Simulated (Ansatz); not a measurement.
Start from `[SiH3]C#CC=S` and change one atom or group to get `[SiH3]C#CS`.

Ansatz, PBE0-D4/def2-TZVP geometries, multiplicity 1. Each molecule was computed in one conformer, which needn't be the lowest.

| property | `[SiH3]C#CC=S` |
| --- | --- |
| HOMO–LUMO gap (ωB97M-V/def2-TZVPP) / eV | 7.96 |
| HOMO energy (PBE0/def2-TZVPP) / eV | -6.87 |
| LUMO energy (ωB97M-V/def2-TZVPP) / eV | -1.17 |
| HOMO–LUMO gap (PBE0/def2-TZVPP) / eV | 3.66 |
| LUMO energy (B3LYP/def2-TZVPP) / eV | -3.35 |
| size of the dipole moment (PBE/def2-TZVPP) / D | 2.03 |

(1) What does the change do to each property? (An estimate is asked.)

Results:

(1) Computed: 
```json
{"property": "HOMO–LUMO gap (ωB97M-V/def2-TZVPP) / eV", "`[SiH3]C#CS`": "10.32", "shift": "2.36"}
{"property": "HOMO energy (PBE0/def2-TZVPP) / eV", "`[SiH3]C#CS`": "-7.02", "shift": "-0.15"}
{"property": "LUMO energy (ωB97M-V/def2-TZVPP) / eV", "`[SiH3]C#CS`": "1.22", "shift": "2.39"}
{"property": "HOMO–LUMO gap (PBE0/def2-TZVPP) / eV", "`[SiH3]C#CS`": "6.21", "shift": "2.55"}
{"property": "LUMO energy (B3LYP/def2-TZVPP) / eV", "`[SiH3]C#CS`": "-1.01", "shift": "2.34"}
{"property": "size of the dipole moment (PBE/def2-TZVPP) / D", "`[SiH3]C#CS`": "1.10", "shift": "-0.93"}
```

With PBE0 the HOMO falls by 0.15 eV and the LUMO rises by 2.40 eV, so the gap widens by about 2.55 eV. PBE moves the HOMO by -0.33 eV and ωB97M-V by 0.03 eV. Dipoles are sizes alone; their direction can turn.

B3LYP here is the variant with VWN-RPA as its local correlation; programs differ in this.
